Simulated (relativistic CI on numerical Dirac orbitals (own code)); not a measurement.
**Radial parameters of Lu¹³⁺**

These numbers are calculated, not measured: Dirac-Coulomb-Breit CI, separate exchange-only KLI orbitals for each configuration, model QED (radiative potential, 1s self-energy scaled to tabulated hydrogen-like ionisation energies), unscaled Slater integrals (own radial code, finite nucleus).

Slater integrals F^k, G^k are unscaled and averaged over j, outside the closed core [Ar] 3d10 4p6 4d10; ζ comes from projecting the Hamiltonian with its Breit term on Σ l·s of the shell.

- 4s2 4f10 5s2: F^2(4f,4f) = 171190, F^4(4f,4f) = 109230, F^6(4f,4f) = 79127, ζ(4f) = 3912 cm⁻¹; <r>(4f) = 0.5832, <r^2>(4f) = 0.4059 (bohr units).
- 4s2 4f12: F^2(4f,4f) = 165060, F^4(4f,4f) = 105050, F^6(4f,4f) = 76012, ζ(4f) = 3625.4 cm⁻¹; <r>(4f) = 0.601, <r^2>(4f) = 0.4325 (bohr units).
- 4s2 4f11 5s: F^2(4f,4f) = 168020, F^4(4f,4f) = 107060, F^6(4f,4f) = 77511, ζ(4f) = 3767.4, G^3(4f,5s) = 34865 cm⁻¹; <r>(4f) = 0.5923, <r^2>(4f) = 0.4194, <r>(5s) = 1.012, <r^2>(5s) = 1.141 (bohr units).

Averages of the first 10 configurations, taken without configuration mixing, which lowers the lowest level and can move excited configurations by several eV; other configurations of the list can lie among them:

| Configuration | Parity | States | Average energy above the lowest level (eV) |
| --- | --- | --- | --- |
| 4s2 4f10 5s2 | even | 1001 | 10.5 |
| 4s2 4f12 | even | 91 | 49.5 |
| 4s2 4f11 5s | odd | 728 | 27.3 |
| 4s2 4f9 5s2 5p | even | 12012 | 33.8 |
| 4s2 4f10 5s 5p | odd | 12012 | 46.9 |
| 4s2 4f11 6s | odd | 728 | 156.3 |
| 4s2 4f10 6s2 | even | 1001 | 276.8 |
| 4s 4f11 5s2 | odd | 728 | 524.6 |
| 4s 4f12 5s | even | 364 | 539.5 |
| 4f12 5s2 | even | 91 | 1041.3 |
